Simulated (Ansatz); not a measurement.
Calculated with Ansatz (gas phase, PBE0-D4/def2-TZVP geometries, no zero-point term in ΔE). CCSD(T)/CBS is the MP2 limit (def2-TZVPP, def2-QZVPP) plus CCSD(T) − MP2 in def2-TZVPP, frozen cores. Functionals use def2-TZVPP. B3LYP here is the variant with VWN-RPA as its local correlation; programs differ in this. Elements past krypton have def2 core potentials. For Sn outer-core shells are correlated without core-valence functions, which leaves a few kJ/mol of doubt a bond. One conformer a species, not always the lowest.

Consider the redistribution: `C[SiH2]S[SiH2]F` + `F[CH]([SiH3])[SnH3]` → `F[SiH2][CH](F)[SnH3]` + `C[SiH2]S[SiH3]`.

| level | ΔE (kJ/mol) | difference from CCSD(T)/CBS |
| --- | --- | --- |
| PBE-D4 | 11.2 | 2.8 |
| r2SCAN-D4 | 9.6 | 1.2 |
| PBE0-D4 | 9.5 | 1.1 |
| B3LYP-D4 | 9.2 | 0.8 |
| ωB97X-V | 8.3 | -0.1 |
| ωB97M-V | 9.1 | 0.7 |
| B2PLYP | 8.0 | -0.4 |
| PBE | 10.2 | 1.8 |
| r2SCAN | 9.2 | 0.8 |
| PBE0 | 8.5 | 0.1 |
| B3LYP | 7.6 | -0.8 |
| HF/def2-TZVPP | 3.0 | -5.4 |
| MP2/def2-TZVPP | 8.4 | 0.0 |
| SCS-MP2/def2-TZVPP | 7.0 | -1.4 |
| CCSD/def2-TZVPP | 7.0 | -1.4 |
| CCSD(T)/def2-TZVPP | 8.1 | -0.3 |
| HF/def2-QZVPP | 3.0 | -5.4 |
| MP2/def2-QZVPP | 8.6 | 0.2 |
| SCS-MP2/def2-QZVPP | 7.1 | -1.3 |
| HF/CBS(def2) | 3.0 | -5.4 |
| MP2/CBS(def2) | 8.7 | 0.3 |
| CCSD/CBS(def2) | 7.2 | -1.2 |
| CCSD(T)/CBS | 8.4 | 0 |

Largest T1 diagnostic among the species: 0.013.

In def2-TZVPP, CCSD(T) changes the Hartree–Fock value by +5.2 kJ/mol (the triples alone add +1.1 kJ/mol) and MP2 by +5.5 kJ/mol.
